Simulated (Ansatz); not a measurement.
Zn7Te6⁺, 13 atoms. Hardware: 2 threads of AMD EPYC 7R13 on a shared host and a share (18 GiB) of an NVIDIA H100 80GB HBM3.

In the def2 sets Te takes a core potential; there is no spin–orbit coupling. Correlated methods freeze 87 core orbitals; core or outer-core shells of Te are correlated, in sets that lack core-valence functions. Single mean-field runs in def2-TZVP are fitted with def2-universal-jkfit.

Q: How many basis functions does each of these Ansatz runs have, and roughly what does it cost? PBE0-D4/def2-SVP, charge 1 doublet, energy, from earlier orbitals; r2SCAN-D4/def2-TZVP, charge 1 doublet, energy, from earlier orbitals; PBE-D4/def2-SVP, charge 1 doublet, energy with a search over starts; BLYP-D4/def2-TZVP, charge 1 doublet, energy, from earlier orbitals; RPA@PBE/def2-SVP, charge 1 doublet, energy, from earlier orbitals; PBE0-D4/def2-TZVP, charge 1 doublet, energy, from earlier orbitals; PBE-D4/def2-SVP, charge 1 doublet, relaxation, 51 steps; PBE-D4/def2-TZVP, charge 1 doublet, energy and forces, from earlier orbitals; MP2/def2-SVP, charge 1 doublet, energy, from earlier orbitals; PBE-D4/def2-SVP, charge 1 doublet, energy, from earlier orbitals.

A: Other jobs shared the machine, so times can vary by a factor of up to 3.

| run | functions | fitting or Cholesky vectors | wall time | peak host memory (GiB) |
| --- | --- | --- | --- | --- |
| PBE-D4/def2-SVP, charge 1 doublet, energy, from earlier orbitals | 373 | 4426 | 6.5 s | 1.2 |
| BLYP-D4/def2-TZVP, charge 1 doublet, energy, from earlier orbitals | 636 | 3156 | 7 s | 1.2 |
| PBE-D4/def2-TZVP, charge 1 doublet, energy and forces, from earlier orbitals | 636 | 3156 | 9.5 s | 1.2 |
| MP2/def2-SVP, charge 1 doublet, energy, from earlier orbitals | 373 | 4071 | 11 s | 1.1 |
| PBE0-D4/def2-TZVP, charge 1 doublet, energy, from earlier orbitals | 636 | 3156 | 12 s | 1.2 |
| r2SCAN-D4/def2-TZVP, charge 1 doublet, energy, from earlier orbitals | 636 | 3156 | 13 s | 1.5 |
| PBE0-D4/def2-SVP, charge 1 doublet, energy, from earlier orbitals | 373 | 4071 | 13 s | 1.1 |
| PBE-D4/def2-SVP, charge 1 doublet, energy with a search over starts | 373 | 4426 | 14 s | 1.2 |
| RPA@PBE/def2-SVP, charge 1 doublet, energy, from earlier orbitals | 373 | 4071 | 14 s | 2.2 |
| PBE-D4/def2-SVP, charge 1 doublet, relaxation, 51 steps | 373 | 4426 | 4.6 min | 1.1 |
